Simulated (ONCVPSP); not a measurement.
# Au (Z = 79): one change to an ONCV potential, before and after

Au, optimised norm-conserving Vanderbilt (ONCV), made with ONCVPSP 4.0.1 (PBEsol, scalar-relativistic). Core [Kr] 4d10 4f14, reference 5s2 5p6 5d10 6s0.5 6p0.5. Waves: 5s+6s: rc 1.80 bohr, ncon 3, nbas 6, qcut 6.7 1/bohr, 3 projectors, debl 0.7 Ha; 5p+6p: rc 2.10 bohr, ncon 3, nbas 6, qcut 5.7 1/bohr, 3 projectors, debl 3.8 Ha; 5d: rc 2.05 bohr, ncon 4, nbas 8, qcut 8.3 1/bohr, 2 projectors, debl 2.3 Ha. Local part: polynomial inside 1.55 bohr (lpopt 4, dvloc0 0 Ha). Core correction: none.

Change: functional LDA (Perdew-Wang 92); d: rc 1.8, qcut 9.5.

Cutoffs: the cutoffs (Ha) at which the residual kinetic energy of the hardest occupied pseudo-wave falls to 1 and 0.1 mHa per electron; they do not see the model core or the augmentation charge, which bear on the density cutoff. Errors are all-electron minus pseudo energies relative to the spin-unpolarised reference configuration.

Problem. What does the change do?

Solution. The potential gets harder (21 Ha and 25 Ha → 22 Ha and 27 Ha); the errors of the 3 common tests hardly move; neither file shows a bound ghost.

| quantity | base | changed |
| --- | --- | --- |
| cutoff, loose | 21 Ha | 22 Ha |
| cutoff, tight | 25 Ha | 27 Ha |
| loose cutoff by channel | s 13 Ha, p 13 Ha, d 21 Ha | s 13 Ha, p 13 Ha, d 22 Ha |
| bound ghosts | none | none |
| GHOST(+) flags under 300 eV | none | none |
| largest miss of a reference level, eV | 0.06 | 0.00 |
| tests with a reliable result | 3 of 4 | 3 of 4 |
| error for 5s2 5p6 5d10 6s1 6p0, meV [ΔE -2.61 → -2.64 eV] | +0.4 | +0.4 |
| error for 5s2 5p6 5d10 6s0 6p0, meV [ΔE 6.83 → 7.13 eV] | -2.9 | -3.2 |
| error for 5s1 5p6 5d10 6s1 6p0, meV [ΔE 112.71 → 113.04 eV] | -707 | -707 |
| s: phases at 1.83 bohr within 0.05 rad from the reference energy up to (Ha; the scan ends near 5) | to the end of the scan | to the end of the scan |
| p: phases at 2.14 bohr within 0.05 rad from the reference energy up to (Ha; the scan ends near 5) | to the end of the scan | to the end of the scan |
